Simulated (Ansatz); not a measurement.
Several settings on one geometry of Li₃Al⁻ (the lowest doublet isomer of a short search) (that of the charge -1 doublet, r2SCAN-D4/def2-TZVPD). Ansatz on 4 threads of Arm Neoverse V1 on a shared host; times are rough.

```
atom   x (Å)   y (Å)   z (Å)
 Li1   1.402  -0.261   0.983
 Li2  -0.342  -1.544  -1.072
 Li3  -1.303   0.642   1.130
 Al4   0.244   1.163  -1.041
```

Totals from different functionals, basis sets or treatments of relativity can't be compared as stabilities.

The 6-31G sets use Cartesian d functions. Correlated methods freeze 5 core orbitals; core or outer-core shells of Li are correlated, in sets that lack core-valence functions. In CCSD on the charge -1 doublet the largest single amplitude is 0.20, so its Hartree–Fock determinant may place the open shell otherwise than the density functionals do.

The spins typed aren't always the lowest for that charge.

Q: Give the basis size and estimate the energy, ⟨S²⟩ and time of these runs.

```tsv
run	method	charge	state	further keys
1	UKS PBE0/aug-cc-pVDZ	0	singlet	scf: {omitted_lower_state_checks: [starts]}
2	UHF, ccsd/6-31++G**	-1	doublet	scf: {omitted_lower_state_checks: [starts]}
3	UKS B2GP-PLYP/def2-mTZVP	-1	doublet	scf: {omitted_lower_state_checks: [starts]}; forces asked
```

A: 
```csv
run,functions,energy (Eh),⟨S²⟩,wall time
1,96,-264.7697,1.02,8 s
2,80,-264.3377,2.30,13 s
3,46,-264.7299,1.58,2.4 s
```

The highest occupied level of an anion often lies above zero with these methods, and sets without diffuse functions describe the outer electron poorly. At UKS PBE0/aug-cc-pVDZ the unrestricted singlet has broken spin symmetry (⟨S²⟩ up to 1.02). At UHF, ccsd/6-31++G** T1 of the charge -1 doublet is large (up to 0.104), so the single-reference result is doubtful. At UHF, ccsd/6-31++G**, UKS B2GP-PLYP/def2-mTZVP the charge -1 doublet is spin-contaminated (final ⟨S²⟩ up to 2.30, 0.75 for a pure state).
